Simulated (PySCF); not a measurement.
C$_{5}$H$_{10}$O$_{2}$, triplet, at a GFN2-xTB geometry (a higher spin typed on purpose: for a closed-shell molecule this is an excited state). Base run: PySCF with HF/STO-3G.

Input for PySCF:
```python
from pyscf import gto, scf

mol = gto.Mole()
mol.atom = '''
    C    -0.73625456    0.18031274    1.50162581
    C    -0.60520756    0.18405462   -0.00498451
    C    -1.56034575   -0.77288188   -0.68318510
    C    -0.64173758    1.56773273   -0.61747268
    C     0.96848711   -0.34934101   -0.39686554
    O     1.84217162    0.55662477    0.13610481
    O     1.02552288   -1.59639469   -0.19987370
    H    -0.06594003    0.90706390    1.95627426
    H    -1.75933852    0.43698540    1.78035443
    H    -0.51929729   -0.80943847    1.89963957
    H    -2.57965495   -0.40056188   -0.57585168
    H    -1.49643221   -1.76237632   -0.23958998
    H    -1.33473584   -0.85712739   -1.74327402
    H     0.11509125    2.21377824   -0.18104230
    H    -0.48193302    1.52016241   -1.69168375
    H    -1.62417773    2.00495061   -0.43322171
    H     2.25521264    0.20545970    0.94383816
'''
mol.basis = 'sto-3g'
mol.spin = 2
mol.verbose = 4
mol.build()

mf = scf.UHF(mol)
mf.kernel()
mo_i, mo_e, stable_i, stable_e = mf.stability(internal=True, external=True, return_status=True, nroots=6, tol=1e-6)
print('internally stable:', stable_i, ' externally stable:', stable_e)
if not stable_i:
    umf = mf.copy()
    umf.scf_summary = {}
    umf.kernel(umf.make_rdm1(mo_i, mf.mo_occ))
```

The bond that is stretched is that between atoms 16 and 4. A test that says stable can miss a lower solution.

Each row names what was changed in the base input (with any setting that the change needs).

```tsv
change	ΔE vs base (eV)	<S^2>	E after following the instability (Eh)	<S^2> there	stability test says
base	0.00	2.007	-	-	external instability
bond × 1.25	1.17	2.007	-	-	external instability
bond × 1.5	3.20	2.238	-	-	external instability
bond × 1.8	4.36	2.754	-	-	external instability
bond × 2.2	4.48	2.024	-340.30455	2.59	internal instability
bond × 3.0	4.29	2.024	-340.31179	2.59	internal instability
```

On stretching, the SCF can end on different states; <S^2> shows the spin contamination of each.
